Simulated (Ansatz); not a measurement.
Reaction (cleavage of the Si–Si bond): `O[SiH](O)[SiH2][SiH3]` + HBr → `[SiH3][SiH2]Br` + `O[SiH2]O`

Isolated molecules relaxed with PBE0-D4/def2-TZVP in Ansatz; ΔE leaves out vibrations. CBS: MP2 limit from def2 TZ/QZ plus the TZ coupled-cluster correction, frozen cores. DFT in def2-TZVPP. For Br outer-core shells are correlated without core-valence functions, which leaves a few kJ/mol of doubt a bond. Scalar relativity is left out up to krypton. Each species was taken in one conformer, which may not be the lowest.

| level | ΔE (kcal/mol) |
| --- | --- |
| B2PLYP | -23.4 |
| SCS-MP2/def2-QZVPP | -25.2 |

What does CCSD(T)/CBS give? (Best estimate.)

Ansatz gave: -22.9 kcal/mol. The listed levels differ from it by -0.5, -2.3 kcal/mol.

Largest T1 diagnostic among the species: 0.013.

The D4 term adds +1.5 kcal/mol with B3LYP and +0.9 kcal/mol with PBE0; it sums over pairs of atoms, weighted by their polarisabilities, and B3LYP, whose exchange is more repulsive, gets the larger term. In def2-TZVPP, CCSD(T) changes the Hartree–Fock value by +6.3 kcal/mol (the triples alone add +0.8 kcal/mol) and MP2 by +3.7 kcal/mol.

B3LYP here is the variant with VWN-RPA as its local correlation; programs differ in this.
